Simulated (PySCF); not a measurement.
diethyl sulfide (C4H10S), singlet, geometry from GFN2-xTB; PySCF with TPSS/6-31G.

Here is a job for PySCF.
```python
from pyscf import gto, scf, dft

mol = gto.M(
    atom='''
C     2.560674   -0.007758   -0.238388
C     1.106354    0.249564   -0.581266
S     0.038049   -0.224781    0.829016
C    -1.553893    0.475589    0.276743
C    -2.192962   -0.315920   -0.848776
H     2.850209    0.567661    0.637580
H     3.196552    0.277998   -1.074003
H     2.716776   -1.061996   -0.022780
H     0.930353    1.308383   -0.777189
H     0.803100   -0.338536   -1.448012
H    -1.375110    1.512437   -0.011201
H    -2.182656    0.457998    1.166380
H    -2.314895   -1.355578   -0.554183
H    -1.582153   -0.278953   -1.748084
H    -3.171995    0.098226   -1.082633
''',
    basis='6-31g',
    charge=0,
    spin=0,
    verbose=4,
)

mf = dft.RKS(mol)
mf.xc = 'tpss'
mf.kernel()
```

Output, abridged:

```
PySCF version 2.14.0

[INPUT] verbose = 4
[INPUT] num. atoms = 15
[INPUT] num. electrons = 50
[INPUT] charge = 0
[INPUT] spin (= nelec alpha-beta = 2S) = 0
[INPUT] symmetry False subgroup None
[INPUT] Mole.unit = angstrom
[INPUT] Symbol           X                Y                Z      unit          X                Y                Z       unit  Magmom
[INPUT]  1 C      2.560674000000  -0.007758000000  -0.238388000000 AA    4.838972554295  -0.014660495274  -0.450488031383 Bohr   0.0
[INPUT]  2 C      1.106354000000   0.249564000000  -0.581266000000 AA    2.090706056817   0.471607610551  -1.098433545521 Bohr   0.0
[INPUT]  3 S      0.038049000000  -0.224781000000   0.829016000000 AA    0.071902189314  -0.424774528006   1.566613192882 Bohr   0.0
[INPUT]  4 C     -1.553893000000   0.475589000000   0.276743000000 AA   -2.936432196879   0.898732957856   0.522968476891 Bohr   0.0
[INPUT]  5 C     -2.192962000000  -0.315920000000  -0.848776000000 AA   -4.144097581578  -0.597002277273  -1.603954181104 Bohr   0.0
[INPUT]  6 H      2.850209000000   0.567661000000   0.637580000000 AA    5.386114407770   1.072723821597   1.204851582500 Bohr   0.0
[INPUT]  7 H      3.196552000000   0.277998000000  -1.074003000000 AA    6.040607822931   0.525340083177  -2.029571526961 Bohr   0.0
[INPUT]  8 H      2.716776000000  -1.061996000000  -0.022780000000 AA    5.133962581791  -2.006881585384  -0.043047961118 Bohr   0.0
[INPUT]  9 H      0.930353000000   1.308383000000  -0.777189000000 AA    1.758112369167   2.472485536037  -1.468674357025 Bohr   0.0
[INPUT] 10 H      0.803100000000  -0.338536000000  -1.448012000000 AA    1.517639050638  -0.639740323306  -2.736346105084 Bohr   0.0
[INPUT] 11 H     -1.375110000000   1.512437000000  -0.011201000000 AA   -2.598581291151   2.858091710659  -0.021166822321 Bohr   0.0
[INPUT] 12 H     -2.182656000000   0.457998000000   1.166380000000 AA   -4.124622064139   0.865490785599   2.204138757170 Bohr   0.0
[INPUT] 13 H     -2.314895000000  -1.355578000000  -0.554183000000 AA   -4.374517557125  -2.561671160486  -1.047254092890 Bohr   0.0
[INPUT] 14 H     -1.582153000000  -0.278953000000  -1.748084000000 AA   -2.989835857159  -0.527144771626  -3.303400002734 Bohr   0.0
[INPUT] 15 H     -3.171995000000   0.098226000000  -1.082633000000 AA   -5.994201818490   0.185620238312  -2.045879863416 Bohr   0.0

nuclear repulsion = 236.155209683094
number of shells = 47
number of NR pGTOs = 174
number of NR cGTOs = 69
basis = 6-31g
ecp = {}

******** <class 'pyscf.dft.rks.RKS'> ********
method = RKS
initial guess = minao
damping factor = 0
level_shift factor = 0
DIIS = <class 'pyscf.scf.diis.CDIIS'>
diis_start_cycle = 1
diis_space = 8
diis_damp = 0
SCF conv_tol = 1e-09
SCF conv_tol_grad = None
SCF max_cycles = 50
direct_scf = True
direct_scf_tol = 1e-13
XC library pyscf.dft.libxc version 7.1.2
    S. Lehtola, C. Steigemann, M. J. T. Oliveira, and M. A. L. Marques,  SoftwareX 7, 1–5 (2018)
XC functionals = tpss
    J. Tao, J. P. Perdew, V. N. Staroverov, and G. E. Scuseria,  Phys. Rev. Lett. 91, 146401 (2003)
    J. P. Perdew, J. Tao, V. N. Staroverov, and G. E. Scuseria,  J. Chem. Phys. 120, 6898 (2004)
    J. Tao, J. P. Perdew, V. N. Staroverov, and G. E. Scuseria,  Phys. Rev. Lett. 91, 146401 (2003)
    J. P. Perdew, J. Tao, V. N. Staroverov, and G. E. Scuseria,  J. Chem. Phys. 120, 6898 (2004)
radial grids:
    Treutler-Ahlrichs [JCP 102, 346 (1995); DOI:10.1063/1.469408] (M4) radial grids

becke partition: Becke, JCP 88, 2547 (1988); DOI:10.1063/1.454033
pruning grids: <function nwchem_prune>
grids dens level: 3
symmetrized grids: False
atomic radii adjust function: <function treutler_atomic_radii_adjust>
small_rho_cutoff = 0
Set gradient conv threshold to 3.16228e-05
Initial guess from minao.
tot grids = 173432
init E= -556.68574979847
  HOMO = -0.260412243627628  LUMO = -0.0322236309727693  gap/eV = 6.20933
cycle= 1 E= -556.550407904366  delta_E= 0.135  |g|= 0.452  |ddm|=  3.4
  HOMO = -0.138085134534255  LUMO = 0.0763493241937609  gap/eV = 5.83506
cycle= 2 E= -556.51650918903  delta_E= 0.0339  |g|= 0.572  |ddm|= 1.16
  HOMO = -0.17679074413096  LUMO = 0.0372567750345771  gap/eV = 5.82453
cycle= 3 E= -556.609252201962  delta_E= -0.0927  |g|= 0.0425  |ddm|= 0.627
  HOMO = -0.184735052653598  LUMO = 0.0336794843767243  gap/eV = 5.94336
cycle= 4 E= -556.609767260452  delta_E= -0.000515  |g|= 0.0197  |ddm|= 0.116
  HOMO = -0.182632929550543  LUMO = 0.0343839740395651  gap/eV = 5.90533
cycle= 5 E= -556.609885583962  delta_E= -0.000118  |g|= 0.00341  |ddm|= 0.0275
  HOMO = -0.182268072160164  LUMO = 0.0347417688452465  gap/eV = 5.90514
cycle= 6 E= -556.609888480217  delta_E= -2.9e-06  |g|= 0.000931  |ddm|= 0.0051
  HOMO = -0.182433056963029  LUMO = 0.0346274662763908  gap/eV = 5.90652
cycle= 7 E= -556.609888752927  delta_E= -2.73e-07  |g|= 0.000116  |ddm|= 0.00168
  HOMO = -0.182424037356221  LUMO = 0.0346333324702215  gap/eV = 5.90643
cycle= 8 E= -556.609888757174  delta_E= -4.25e-09  |g|= 5.91e-05  |ddm|= 0.000341
  HOMO = -0.182423279054498  LUMO = 0.0346340314944542  gap/eV = 5.90643
cycle= 9 E= -556.609888758184  delta_E= -1.01e-09  |g|= 9.78e-06  |ddm|= 8.65e-05
  HOMO = -0.182423555685361  LUMO = 0.0346337339691425  gap/eV = 5.90643
cycle= 10 E= -556.609888758215  delta_E= -3.02e-11  |g|= 1.16e-06  |ddm|= 1.57e-05
  HOMO = -0.182423728023871  LUMO = 0.0346336019666171  gap/eV = 5.90643
Extra cycle  E= -556.609888758215  delta_E= -1.14e-13  |g|= 1.08e-06  |ddm|= 3.87e-06
converged SCF energy = -556.609888758215
```
